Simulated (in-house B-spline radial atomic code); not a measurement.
Whole-atom quantities along the 10-electron series, configuration [He] 2s2 2p6. Breit and QED terms are first order and not part of the total energy; the density at the nucleus is averaged over the nuclear charge. Computed with a B-spline radial code for spherical atoms: Dirac-Hartree-Fock, average of the configuration, finite nuclei.

```
  ion   Z  E/Z² (Eh)  Σ<r²> (bohr²)  n(0)/Z³ (bohr⁻³)  Lamb diamagnetic shielding (ppm)  repulsion over attraction  Breit energy (eV)  self-energy (eV)  vacuum polarisation (eV)  Dirac less non-relativistic energy (Eh)
Cr14+  24    -1.6727        0.67934           0.81077                            1567.7                    0.08494             9.1168            6.9386                   -0.5591                                  -6.2333
Mn15+  25    -1.6862        0.61453           0.82494                           1641.46                   0.081774             10.427            7.9997                   -0.6591                                   -7.411
Fe16+  26    -1.6989        0.55852           0.83987                           1715.47                   0.078828             11.858            9.1698                  -0.77208                                  -8.7501
Co17+  27    -1.7108        0.50978           0.85517                           1789.75                   0.076079             13.417            10.455                  -0.89914                                  -10.265
Ni18+  28    -1.7221         0.4671           0.87171                            1864.3                   0.073508             15.107            11.862                   -1.0415                                  -11.972
Cu19+  29    -1.7327        0.42951           0.88752                           1939.14                     0.0711             16.936            13.397                   -1.2003                                  -13.886
Zn20+  30    -1.7429        0.39623           0.90462                           2014.28                   0.068839             18.909            15.067                    -1.377                                  -16.023
Ga21+  31    -1.7525        0.36663           0.92205                           2089.74                   0.066712             21.031            16.878                   -1.5728                                  -18.402
Ge22+  32    -1.7618        0.34018           0.93999                           2165.52                   0.064708             23.309            18.838                   -1.7893                                  -21.041
As23+  33    -1.7706        0.31644           0.95944                           2241.65                   0.062817             25.747            20.953                   -2.0278                                  -23.958
Se24+  34    -1.7791        0.29507           0.97932                           2318.14                   0.061028             28.353            23.231                   -2.2901                                  -27.174
```

With what power of Z does the column «self-energy (eV)» change over this range?

A fit of the logarithm of its size against log Z from Z = 24 to 34 has slope 3.47. One-loop self-energy scales as Z⁴F(Zα), with F falling from low Z to about Z = 90.
